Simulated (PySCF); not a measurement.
**From computed data to an observable: oscillator strength and radiative lifetime**

Al(H)(Me)(SeH) (CH5AlSe), SMILES [CH3][AlH][SeH].

Geometry optimised at ωB97X-D3(BJ)/def2-SVP. One conformer was computed; it need not be the lowest.

TDDFT-CAM-B3LYP/def2-SVPD (PySCF) puts the first singlet state with f over 0.02 at 5.56 eV (vertical), with the transition dipole (0.224, 0.746, 0.000) in atomic units.

### Question
Find the oscillator strength, the wavelength and the radiative lifetime that this transition would have in vacuum if emission retraced absorption.

### Answer

|μ|² = 0.6067 au, so |μ| = 1.98 D. ΔE = 5.56/27.211 = 0.2043 hartree. f = (2/3) ΔE |μ|² = 0.083 (the program prints 0.083).
λ = 1239.84/5.56 = 223 nm; ν = 44844 cm⁻¹.
Einstein's coefficient A = 0.6670 ν² f s⁻¹ (ν in cm⁻¹) = 1.1e8 s⁻¹, so τ = 1/A = 9.0 ns. This state is S1. The figure is the radiative limit of this one transition; relaxation, internal conversion, crossing to triplets and a medium change what is measured.
